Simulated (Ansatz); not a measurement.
Steps of a relaxation of C3H9AlSi (`C[C@H]1[AlH][Si@@H]1C`) with RKS PBE-D4/def2-SVP.

```sh
$ ansatz run in.yaml --threads 4 --pin off --events-out ev --progress --plain --max-ram 10444MiB
```

```yaml
crystal:
  periodic: [false, false, false]
  atoms:
    - {symbol: C, position_ang: [-2.028900, 0.387000, 0.493000]}
    - {symbol: C, position_ang: [-0.694700, 0.621800, -0.122200]}
    - {symbol: Al, position_ang: [0.646800, 1.285200, 1.111500]}
    - {symbol: Si, position_ang: [0.499200, -0.851700, 0.074100]}
    - {symbol: C, position_ang: [1.778000, -1.059200, -1.214000]}
    - {symbol: H, position_ang: [-2.579700, 1.433600, 0.569400]}
    - {symbol: H, position_ang: [-2.002600, -0.035300, 1.491700]}
    - {symbol: H, position_ang: [-2.644600, -0.198500, -0.193400]}
    - {symbol: H, position_ang: [-0.680900, 1.086600, -1.096200]}
    - {symbol: H, position_ang: [1.387300, 2.379300, 2.073100]}
    - {symbol: H, position_ang: [0.231300, -1.853700, 1.168400]}
    - {symbol: H, position_ang: [1.682700, -2.020700, -1.692900]}
    - {symbol: H, position_ang: [2.715700, -0.982700, -0.710600]}
    - {symbol: H, position_ang: [1.677400, -0.220900, -1.923200]}
basis:
  gaussian: {orbitals: def2-SVP}
hamiltonian: {xc: pbe, dispersion: d4}
relax: {f_tol: 0.03, max_steps: 200}
```

Positions (Å) and forces (eV/Å) along the path, 10 of 16 steps:

```xyz
14
step=1 energy=-17710.8009 eV
C    -2.029    0.387    0.493   -1.807    2.899   -0.814
C    -0.695    0.622   -0.122    0.250    0.108    0.664
Al    0.647    1.285    1.111    1.329   -0.053    0.741
Si    0.499   -0.852    0.074    0.272    0.671    1.708
C     1.778   -1.059   -1.214   -0.433    0.047   -0.568
H    -2.580    1.434    0.569    0.574   -1.644    0.134
H    -2.003   -0.035    1.492   -0.065   -0.486    0.697
H    -2.645   -0.199   -0.193   -0.577   -0.678    0.008
H    -0.681    1.087   -1.096   -0.281    0.210   -1.056
H     1.387    2.379    2.073   -0.498    0.028   -0.306
H     0.231   -1.854    1.168   -0.306   -0.253   -0.494
H     1.683   -2.021   -1.693    0.108   -0.774   -0.825
H     2.716   -0.983   -0.711    1.387   -0.031    0.362
H     1.677   -0.221   -1.923    0.046   -0.044   -0.251
14
step=3 energy=-17711.7052 eV
C    -2.073    0.431    0.483    0.116   -0.143    0.093
C    -0.633    0.694    0.015    0.057   -0.025    0.055
Al    0.780    1.395    1.259   -0.177    0.363    0.083
Si    0.724   -0.706    0.280   -0.320   -0.790   -0.190
C     1.795   -1.136   -1.241    0.323    0.044    0.063
H    -2.664    1.365    0.548   -0.075    0.112   -0.026
H    -2.102   -0.025    1.499   -0.009    0.018   -0.041
H    -2.629   -0.269   -0.183    0.090    0.037    0.004
H    -0.621    1.073   -1.035    0.101    0.014    0.090
H     1.166    2.695    2.124   -0.029   -0.063   -0.033
H     0.125   -1.971    0.930    0.236    0.386   -0.111
H     1.511   -2.064   -1.788   -0.068    0.161    0.187
H     2.859   -1.228   -0.910   -0.272   -0.066   -0.168
H     1.749   -0.283   -1.952    0.027   -0.048   -0.005
14
step=4 energy=-17711.7436 eV
C    -2.055    0.416    0.484   -0.030   -0.098   -0.089
C    -0.609    0.692    0.050   -0.085   -0.013    0.058
Al    0.739    1.400    1.334    0.103    0.005   -0.202
Si    0.733   -0.721    0.276    0.024    0.172    0.022
C     1.787   -1.137   -1.253    0.057   -0.120   -0.019
H    -2.668    1.343    0.509    0.019    0.010   -0.014
H    -2.116   -0.026    1.503    0.017    0.001   -0.031
H    -2.567   -0.300   -0.199   -0.018    0.012    0.040
H    -0.567    1.120   -0.980    0.035   -0.011    0.076
H     1.093    2.781    2.071   -0.022   -0.057    0.073
H     0.188   -1.962    0.938   -0.023   -0.030    0.034
H     1.379   -2.009   -1.818    0.050    0.188    0.113
H     2.835   -1.368   -0.956   -0.146   -0.018   -0.063
H     1.814   -0.258   -1.930    0.018   -0.040    0.003
14
step=6 energy=-17711.7780 eV
C    -2.044    0.372    0.458   -0.024    0.067   -0.048
C    -0.601    0.717    0.064   -0.102   -0.099    0.151
Al    0.762    1.490    1.297   -0.033    0.087    0.009
Si    0.795   -0.638    0.294    0.081   -0.026   -0.113
C     1.755   -1.145   -1.267    0.161   -0.178   -0.157
H    -2.706    1.267    0.450    0.048   -0.051   -0.004
H    -2.104   -0.054    1.482   -0.001    0.000   -0.005
H    -2.502   -0.383   -0.221    0.020    0.028    0.004
H    -0.548    1.134   -0.968    0.052    0.041   -0.030
H     1.043    2.803    2.181   -0.008   -0.052   -0.025
H     0.274   -1.850    1.031    0.024    0.008    0.041
H     1.164   -1.880   -1.872    0.177    0.234    0.146
H     2.740   -1.616   -1.007   -0.366    0.175   -0.087
H     1.959   -0.245   -1.895   -0.029   -0.233    0.117
14
step=8 energy=-17711.8177 eV
C    -2.053    0.335    0.415    0.072   -0.075   -0.079
C    -0.594    0.719    0.139   -0.106   -0.097    0.117
Al    0.762    1.564    1.322   -0.014   -0.043   -0.075
Si    0.888   -0.556    0.293   -0.090   -0.049   -0.025
C     1.709   -1.182   -1.305   -0.014   -0.048    0.005
H    -2.721    1.222    0.417   -0.008    0.015   -0.005
H    -2.169   -0.151    1.409    0.029    0.024   -0.079
H    -2.457   -0.382   -0.340    0.038    0.068    0.061
H    -0.481    1.211   -0.863    0.048    0.008    0.070
H     0.991    2.839    2.264    0.009    0.017    0.009
H     0.468   -1.721    1.181    0.069    0.117   -0.074
H     1.015   -1.837   -1.878    0.066    0.069    0.064
H     2.629   -1.763   -1.077   -0.065    0.027    0.004
H     2.003   -0.327   -1.948   -0.034   -0.034    0.006
14
step=9 energy=-17711.8333 eV
C    -2.061    0.308    0.374    0.139   -0.077   -0.056
C    -0.594    0.721    0.201   -0.095   -0.140   -0.005
Al    0.767    1.602    1.343   -0.011   -0.072   -0.061
Si    0.931   -0.505    0.288   -0.107   -0.080    0.054
C     1.670   -1.207   -1.323   -0.030   -0.033    0.037
H    -2.735    1.191    0.398   -0.020   -0.001   -0.003
H    -2.213   -0.236    1.334    0.032    0.054   -0.129
H    -2.423   -0.365   -0.442    0.071    0.114    0.120
H    -0.430    1.285   -0.765   -0.001   -0.056    0.140
H     0.981    2.864    2.306    0.006    0.027    0.000
H     0.619   -1.637    1.270    0.040    0.185   -0.173
H     0.924   -1.840   -1.856    0.092    0.082    0.070
H     2.565   -1.829   -1.106   -0.069    0.041    0.001
H     1.985   -0.382   -1.995   -0.046   -0.046    0.004
14
step=10 energy=-17711.8404 eV
C    -2.057    0.298    0.360    0.124   -0.115   -0.060
C    -0.590    0.716    0.228   -0.045   -0.037   -0.026
Al    0.772    1.611    1.356   -0.035   -0.041   -0.027
Si    0.947   -0.487    0.291   -0.148   -0.135    0.030
C     1.656   -1.212   -1.323   -0.011   -0.049    0.007
H    -2.737    1.176    0.405    0.002   -0.004    0.001
H    -2.222   -0.286    1.294    0.032    0.065   -0.121
H    -2.397   -0.344   -0.489    0.043    0.102    0.126
H    -0.410    1.313   -0.715   -0.017   -0.039    0.110
H     0.986    2.888    2.303    0.010    0.006   -0.014
H     0.635   -1.613    1.276    0.070    0.152   -0.132
H     0.897   -1.857   -1.824    0.105    0.088    0.078
H     2.556   -1.831   -1.112   -0.091    0.067   -0.016
H     1.952   -0.403   -2.023   -0.039   -0.059    0.043
14
step=11 energy=-17711.8419 eV
C    -2.053    0.290    0.326   -0.120   -0.166   -0.018
C    -0.591    0.711    0.258   -0.083    0.028    0.013
Al    0.769    1.593    1.390    0.114    0.101    0.017
Si    0.932   -0.483    0.295    0.167    0.022   -0.030
C     1.629   -1.219   -1.312   -0.016   -0.080   -0.167
H    -2.738    1.161    0.437    0.043   -0.084   -0.008
H    -2.229   -0.380    1.202    0.028    0.149   -0.186
H    -2.374   -0.277   -0.584    0.022    0.112    0.173
H    -0.389    1.386   -0.631   -0.009   -0.112    0.097
H     1.022    2.918    2.270   -0.045   -0.057   -0.034
H     0.708   -1.589    1.309   -0.086    0.030   -0.070
H     0.882   -1.922   -1.754    0.165    0.113    0.067
H     2.566   -1.790   -1.111   -0.140    0.102   -0.043
H     1.852   -0.429   -2.067   -0.042   -0.156    0.190
14
step=14 energy=-17711.8512 eV rejected
C    -2.054    0.295    0.328   -0.020    0.086    0.048
C    -0.592    0.716    0.268    0.013   -0.096   -0.042
Al    0.792    1.594    1.376   -0.014   -0.029    0.007
Si    0.923   -0.493    0.294    0.010   -0.014    0.016
C     1.635   -1.228   -1.304    0.006    0.047   -0.024
H    -2.729    1.165    0.480   -0.024   -0.015   -0.006
H    -2.228   -0.398    1.177    0.004   -0.004    0.002
H    -2.395   -0.230   -0.592    0.025   -0.001   -0.006
H    -0.389    1.372   -0.628    0.006    0.029   -0.009
H     1.040    2.915    2.252   -0.006    0.005   -0.007
H     0.630   -1.605    1.279    0.003    0.008    0.018
H     0.954   -1.996   -1.727   -0.017   -0.002    0.008
H     2.618   -1.705   -1.114    0.003   -0.001    0.011
H     1.781   -0.431   -2.061    0.010   -0.014   -0.018
14
step=16 energy=-17711.8526 eV
C    -2.056    0.297    0.333   -0.001    0.005   -0.001
C    -0.591    0.708    0.264   -0.002   -0.008    0.009
Al    0.787    1.588    1.378   -0.001   -0.002    0.002
Si    0.928   -0.494    0.290   -0.001    0.008    0.000
C     1.640   -1.225   -1.310    0.001   -0.002   -0.006
H    -2.731    1.169    0.471    0.001   -0.001    0.000
H    -2.231   -0.384    1.192    0.000    0.000    0.000
H    -2.395   -0.241   -0.579   -0.001    0.000   -0.001
H    -0.391    1.375   -0.625    0.005    0.001   -0.004
H     1.023    2.916    2.248    0.000    0.001   -0.002
H     0.641   -1.604    1.280    0.001   -0.001    0.001
H     0.942   -1.974   -1.739    0.002    0.001    0.001
H     2.609   -1.729   -1.111   -0.004    0.002    0.000
H     1.813   -0.431   -2.063    0.000   -0.003    0.002
```

It took 27 s on 4 threads of an Arm Neoverse V1 on a shared host, with 0.17 GiB of host memory at the peak.
